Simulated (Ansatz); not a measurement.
A cut through the energy surface

GeH3F (SMILES [F][GeH3]), singlet, at its PBE0-D4/def2-TZVP minimum:

F1  (-1.047, 0.474, 1.162)
Ge2  (0.068, -0.042, -0.073)
H3  (1.331, -0.512, 0.659)
H4  (-0.628, -1.178, -0.831)
H5  (0.325, 1.184, -0.958)
(Å)

The bond length F1–Ge2 (1.742 Å at the minimum) is set to the values below, the two halves moving rigidly along the bond. Each method's energies count from its own value at the PBE0-D4 minimum structure. Program: Ansatz 0.2.0. Basis: def2-TZVPP. Cores are frozen in the correlated methods. Filled d shells of the heavier atoms are correlated. The def2 sets are not built for correlating such inner shells, so the correlated values are less sure here. B3LYP uses VWN-RPA correlation.

```tsv
bond length (Å)	CCSD(T) (kcal/mol)	PBE-D4 (kcal/mol)	PBE0-D4 (kcal/mol)
1.428	59.25	63.88	59.09
1.502	29.42	33.10	29.46
1.609	7.18	9.28	7.29
1.735	0.01	0.12	0.02
1.874	4.71	2.62	4.45
2.024	16.73	12.27	15.97
2.183	32.36	25.44	30.93
2.351	49.13	39.84	47.01
2.526	65.28	53.93	62.68
```

Minimum and curvature along this coordinate at CCSD(T): A fifth-order fit through the nearest points gives 1.739 Å, with a curvature of about 28 eV/Å².

**Question.** Treat the two halves as rigid bodies and work out the harmonic wavenumber of this stretch from that curvature (ν̃ = 521.5 √(k/μ) cm⁻¹ with k in eV/Å² and μ in u).

**Answer.** The halves weigh 19.00 and 75.63 u, so μ = 19.00 × 75.63/94.63 = 15.185 u and ν̃ = 521.5 √(28/15.185) ≈ 710 cm⁻¹. A true normal mode mixes in other motions, so this is a guide only.

Largest difference from the CCSD(T) curve over the scan: r2SCAN-D4 3.79; B3LYP-D4 6.74; wB97M-V 1.77; HF 8.62 kcal/mol. Each curve counts from its own value at the minimum.

T1 diagnostic: at most 0.024.

For scale, one of the runs: CCSD(T)/def2-TZVPP, 121 basis functions (an equivalent command: `ansatz run in.yaml --threads 2`). Hardware: 2 CPU threads, shared host. Wall time about 3.9 s.
